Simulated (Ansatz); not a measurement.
Isolated molecules relaxed with PBE0-D4/def2-TZVP in Ansatz; ΔE leaves out vibrations. CCSD(T)/CBS adds triple-zeta CCSD(T) − MP2 to the extrapolated MP2 energy (def2 sets, frozen cores). This one scheme is used for every species, atoms too. Functionals use def2-TZVPP. B3LYP here is the variant with VWN-RPA as its local correlation; programs differ in this. HSE06 is defined as in plane-wave codes. Open shells (•) are unrestricted, without spin–orbit coupling. Spin–orbit coupling would lower the free atoms: a little for Al, C, Si.

`[AlH2][CH]1C[SiH2]1` → Al• + 2 C• + 7 H• + Si•  (atomization)

| level | ΔE (kJ/mol) | difference from CCSD(T)/CBS |
| --- | --- | --- |
| LDA (SPW92) | 4098.9 | 444.3 |
| HSE06-D4 | 3651.7 | -2.9 |
| PBE0 | 3630.4 | -24.2 |
| B3LYP | 3606.3 | -48.3 |
| BHLYP | 3551.0 | -103.6 |
| MP2/def2-SVP | 3474.1 | -180.5 |
| CCSD(T)/def2-TZVPP | 3566.1 | -88.5 |
| MP2/def2-QZVPP | 3642.5 | -12.1 |
| HF/CBS(def2) | 2740.2 | -914.4 |
| CCSD/CBS(def2) | 3608.2 | -46.4 |
| CCSD(T)/CBS | 3654.6 | 0 |

Largest T1 diagnostic among the species: 0.018.

The D4 term adds +37.5 kJ/mol with B3LYP and +19.5 kJ/mol with PBE0; it sums over pairs of atoms, weighted by their polarisabilities, and B3LYP, whose exchange is more repulsive, gets the larger term. In def2-TZVPP, CCSD(T) changes the Hartree–Fock value by +832.6 kJ/mol (the triples alone add +46.4 kJ/mol) and MP2 by +856.3 kJ/mol; breaking electron pairs costs correlation energy, which Hartree–Fock lacks.

For atomizations the MP2-based limit and the directly extrapolated one differ by several kJ/mol either way, and by 10 to 25 for some Ge, Se and Sn compounds, so smaller differences from it don't rank the levels.
